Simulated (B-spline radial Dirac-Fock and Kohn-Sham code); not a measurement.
**Two-hole binding energies of Cr²⁺**

System: the Cr²⁺ ion in the configuration [Ar] 3d4, inside a Watson sphere of charge -2 and radius 1.6 Å (a model of the Madelung potential; inside it an electron's potential energy is raised by 18.0 eV).

The run's input, task.json:

```json
{"items": [{
  "Z": 24,
  "q": 2,
  "cfg": [[1, 0, 2], [2, 0, 2], [2, 1, 6], [3, 0, 2], [3, 1, 6], [3, 2, 4]],
  "A": 52,
  "rrms": 3.6452,
  "watson": [-2, 1.6],
  "do": ["binding", "quiet", "double"]
}]}
```

Command: `python xray_run.py task.json out`

The computed values come from an atomic code on a B-spline grid: multi-electron Dirac-Fock with separately optimised hole states, Breit and Lamb-shift corrections added in first order. U is the two-hole binding energy less the two single-hole energies, the effective repulsion of the holes after relaxation. Each two-hole energy is an average over J within one jj subconfiguration.

```csv
holes,E(a) (eV),E(b) (eV),E(ab) (eV),U (eV)
1s⁻²,6003.0,6003.0,12342.7,336.7
1s⁻¹ 3p1/2⁻¹,6003.0,58.64,6087.1,25.5
1s⁻¹ 3p3/2⁻¹,6003.0,57.63,?,?
2s⁻²,712.4,712.4,1480.0,55.1
2s⁻¹ 2p3/2⁻¹,712.4,589.6,1351.7,49.7
2p1/2⁻²,598.1,598.1,1260.9,64.8
2p1/2⁻¹ 2p3/2⁻¹,598.1,589.6,1247.5,59.8
2p3/2⁻²,589.6,589.6,1240.2,60.9
2s⁻¹ 3p3/2⁻¹,712.4,57.63,793.1,23.0
2p1/2⁻¹ 3s⁻¹,598.1,92.68,714.7,23.9
2p3/2⁻¹ 3s⁻¹,589.6,92.68,706.3,23.9
2p1/2⁻¹ 3p3/2⁻¹,598.1,57.63,679.2,23.5
2p3/2⁻¹ 3p1/2⁻¹,589.6,58.64,671.9,23.6
3p3/2⁻²,57.63,57.63,134.9,19.6
```

Q: Give the missing two-hole energy and U.

A: E(ab) = 6085.8 eV and U = 25.2 eV.
